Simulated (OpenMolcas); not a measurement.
Multiplet structure of Mo+

```
Program             : OpenMolcas 26.06
Method              : RASSCF
Basis               : ANO-RCC-VTZP [7s6p4d2f1g]
Scalar Hamiltonian  : DKH2, point nucleus
Active space        : 5 electrons in 9 orbitals (RAS2 4d 5s; RAS3 5p, at most 2 electrons)
State averaging     : 2S+1 = 6 even, 6 roots; 2S+1 = 4 even, 81 roots kept (CI in the orbitals of an earlier block); 2S+1 = 2 even, 89 roots kept (CI in the orbitals of an earlier block); 2S+1 = 6 odd, 15 roots; 2S+1 = 4 odd, 15 roots kept (CI in the orbitals of an earlier block); 2S+1 = 2 odd, 1 root kept (CI in the orbitals of an earlier block, 0 in the spin-orbit step)
Spin-orbit coupling : RASSI with atomic mean-field integrals over the reference wave functions, term energies averaged over their components
```

With spin-orbit coupling, above the lowest level:

```tsv
Configuration	Term	J	E (cm-1)	Measured (cm-1)	g	Term weight %	Second
4d5	6S	5/2	0.0	0.0	2.001	100	
4d4 5s	6D	1/2	8934	11783	3.333	99	
4d4 5s	6D	3/2	9164	12034	1.868	99	
4d4 5s	6D	5/2	9524	12417	1.658	100	
4d4 5s	6D	7/2	9991	12900	1.588	100	
4d4 5s	6D	9/2	10544	13461	1.556	100	
4d4 5s	4D(1)	1/2	19191		0.086	96	3 4d5 4P
4d4 5s	4D(1)	3/2	19343		1.239	92	7 4d5 4P
4d4 5s	4D(1)	5/2	19690		1.389	91	8 4d5 4P
4d4 5s	4D(1)	7/2	20346		1.425	98	
4d5	4G	5/2	20743	15199	0.575	98	
4d5	4G	7/2	20846	15331	0.987	99	
4d5	4G	9/2	20918	15428	1.172	100	
4d5	4G	11/2	20928	15447	1.272	99	
4d5	4P	1/2	21142		2.579	95	3 4d4 5s 4D(1)
4d5	4P	3/2	21573		1.689	91	7 4d4 5s 4D(1)
4d5	4P	5/2	21939		1.573	88	8 4d4 5s 4D(1)
4d4 5s	4H	7/2	26628		0.681	96	
4d4 5s	4H	9/2	26849		0.986	94	3 4F(1)
4d4 5s	4H	11/2	27150		1.135	98	
4d4 5s	4F(1)	3/2	27394		0.406	99	
4d4 5s	4F(1)	5/2	27461		1.023	97	
4d4 5s	4H	13/2	27467		1.230	99	
4d4 5s	4F(1)	7/2	27585		1.221	94	3 4G
4d4 5s	4F(1)	9/2	27696		1.313	92	4 4H
4d5	4D	1/2	27900		0.181	91	6 4d4 5s 4P(1)
4d5	4D	3/2	27986		1.233	91	6 4d4 5s 4P(1)
4d5	4D	5/2	28142		1.375	95	2 4d4 5s 4P(1)
4d5	4D	7/2	28148		1.424	98	
4d4 5s	4P(1)	1/2	29144		2.485	91	7 4d5 4D
4d4 5s	4P(1)	3/2	29741		1.666	89	7 4d5 4D
4d5	2D	5/2	30049		1.229	55	22 4d4 5s 4P(1)
4d5	2D	3/2	30933		0.826	94	3 4d4 5s 4P(1)
4d4 5s	4P(1)	5/2	30991		1.189	51	22 4G
4d5	2I	11/2	31202		0.933	95	2 4d4 5s 2H
4d4 5s	4G	5/2	31289		0.891	61	21 4P(1)
4d5	2I	13/2	31421		1.077	100	
4d4 5s	4G	7/2	31514		1.010	81	14 2F
4d4 5s	4G	9/2	31835		1.170	94	
4d4 5s	2F	7/2	31924		1.112	79	14 4G
```

Against the 9 measured excited levels shown (NIST Handbook of Basic Atomic Spectroscopic Data) the mean absolute deviation is 4100 cm-1; the largest miss in energy is 4d5 4G 5/2: computed 20743, measured 15199 cm-1 (+36.5 %).

Spin-orbit coupling puts the lowest level 89.3 cm-1 below the lowest spin-free term.

Some high roots are left out of the spin-orbit mixing, which shifts the levels that they would mix with. Without dynamic correlation excited terms often stand tens of per cent too high (terms of higher spin than the ground term too low), and those without a measured partner can miss by more than the paired ones. Terms from blocks run as CI alone lack orbitals of their own. Configurations are named by rounded mean occupations; where the s occupation lies near a half they are strongly mixed, a name can repeat and a true partner stay unpaired. A single d shell beside an s shell can misplace configurations of different d count against each other. Computed and measured levels are paired by configuration, term and J; levels that our copy of the source lacks, or whose pairing is in doubt (as where it misses far off the trend of its configuration), stay unpaired and out of the deviations. Levels of configurations outside the active space are missing. The first state left out of the spin-orbit step lies near 40000 cm-1 above the lowest spin-free state of the reference (among the parities and spins computed), and the list stops at four fifths of that energy or lower. The table shows the lowest 40 of 42 levels.

The RASSCF and RASSI steps took 110 s on 1 thread of Arm Neoverse V2, with other jobs on the host; the integral step is not counted.

The term weight is that of the spin-free term in the level, not the purity of its configuration. A number in round brackets counts repeated terms of one configuration in the order of the reference energies.
